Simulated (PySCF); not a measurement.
Compound: C6H7NOS.
SMILES: `N#C[C@@H]1CC=C[S@@](=O)C1`

The closed-shell SCF was solved with PySCF and density fitting under several settings on one GFN2-xTB geometry (grid level 2 and gas phase unless stated).

```
                                                     settings  basis functions  SCF cycles     E (Eh)  HOMO (eV)  LUMO (eV)  dipole (D)
                                                PBE0/pcSseg-1              195          16  -760.3095      -7.21      -1.20        4.75
                                               PBE0/def2-SVPD              246          16  -760.0065      -7.32      -1.33        4.75
                                HCTH407/pcseg-1, grid level 3              165          17  -760.8297      -6.02      -2.25        4.49
                        HCTH407/pcSseg-1, IEF-PCM cyclohexane              195          17  -760.8728      -5.90      -2.02        5.03
KT2/3-21G, fitting basis def2-qzvpp-jkfit, level shift 0.3 Eh               99          18  -766.0834      -5.23      -1.58        4.32
            HCTH407/6-31G, fitting basis def2-universal-jkfit               99          15  -760.7010      -5.54      -1.84        4.84
```

Problem. Estimate the row for these settings: PBE0/MINI, fitting basis def2-qzvpp-jkfit.

Solution. 
```csv
settings,basis functions,SCF cycles,E (Eh),HOMO (eV),LUMO (eV),dipole (D)
"PBE0/MINI, fitting basis def2-qzvpp-jkfit",56,12,-755.4410,-7.36,-2.06,3.74
```

Problem. Over all rows, what range does the HOMO–LUMO gap span?

Solution. From 3.65 eV (KT2/3-21G, fitting basis def2-qzvpp-jkfit, level shift 0.3 Eh) to 6.01 eV (PBE0/pcSseg-1). The functional of the narrowest has no exact exchange, that of the widest 25 % exact exchange.

Problem. And the dipole moment?

Solution. From 3.74 D (PBE0/MINI, fitting basis def2-qzvpp-jkfit) to 5.03 D (HCTH407/pcSseg-1, IEF-PCM cyclohexane); the largest is 1.34 times the smallest, and the median is 4.75 D.

Problem. Compare two rows with the functional HCTH407: HCTH407/pcseg-1, grid level 3 and HCTH407/6-31G, fitting basis def2-universal-jkfit. Which energy is lower, and by how much?

Solution. HCTH407/pcseg-1, grid level 3 (165 functions) lies 0.1287 Eh or 81 kcal/mol below HCTH407/6-31G, fitting basis def2-universal-jkfit (99 functions).

Cycle counts include a coarse-grid stage where the run had one. KT2 was designed for NMR shieldings or shifts; total energies of different functionals aren't comparable. The structure is a single GFN2-xTB conformer; no vibrational corrections.
